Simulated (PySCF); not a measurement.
Predicted microwave data (PBE0/pcSseg-1 in PySCF (dipole) on a GFN2-xTB geometry, gas phase) for one isomer of C7H9FO:

```
Rotational constants : A = 2666, B = 1596, C = 1304 MHz
Dipole components    : |μa| = 0.47 D, |μb| = 2.89 D, |μc| = 0.01 D
Inertial defect      : -118.64 u·Å²
κ                    : -0.57
```

Question: Which structure is it? (One computed conformer of each.)
A. `O=C1C[C@@H]2C[C@@H](F)[C@H]1C2`
B. `C1(=O)[C@]2(F)CC[C@H]1CC2`
C. `[CH2:1]=[CH:2][C@@:3]1([CH3:4])[CH2:5][C@H:6]1[C:7](=[O:8])[F:9]` with C1–C2–C3–C4 2°, C5–C6–C7–O8 22°
D. `[CH:1]#[C:2]/[C:3]([CH2:4][OH:5])=[C:6](\[CH3:7])[CH2:8][F:9]` with C2–C3–C4–O5 91°, C3–C4–O5–H 64°, C3–C6–C8–F9 56°

Answer: A. It is O=C1C[C@@H]2C[C@@H](F)[C@H]1C2, an asymmetric top, point group C1. The candidates at the same level (rigid rotor, commonest isotopes):

```csv
SMILES,A (MHz),B (MHz),C (MHz),μa (D),μb (D),μc (D),Δ (u·Å²),point group,rotor
O=C1[C@H]2CC[C@]1(F)CC2,2180,1821,1629,3.12,2.57,0.00,-199.16,Cs,asymmetric top
O=C1C[C@@H]2C[C@@H](F)[C@H]1C2,2666,1596,1304,0.47,2.89,0.01,-118.64,C1,asymmetric top
C#C/C(CO)=C(\C)CF,2012,1391,890.9,0.36,3.03,1.29,-47.20,C1,asymmetric top
C=C[C@@]1(C)C[C@H]1C(=O)F,2510,1164,1008,2.79,2.41,0.06,-134.20,C1,asymmetric top
```

`C=C[C@@]1(C)C[C@H]1C(=O)F` has B 27 % too low; `O=C1[C@H]2CC[C@]1(F)CC2` has C 25 % too high; `C#C/C(CO)=C(\C)CF` has C 32 % too low. No structure here is proved a minimum.
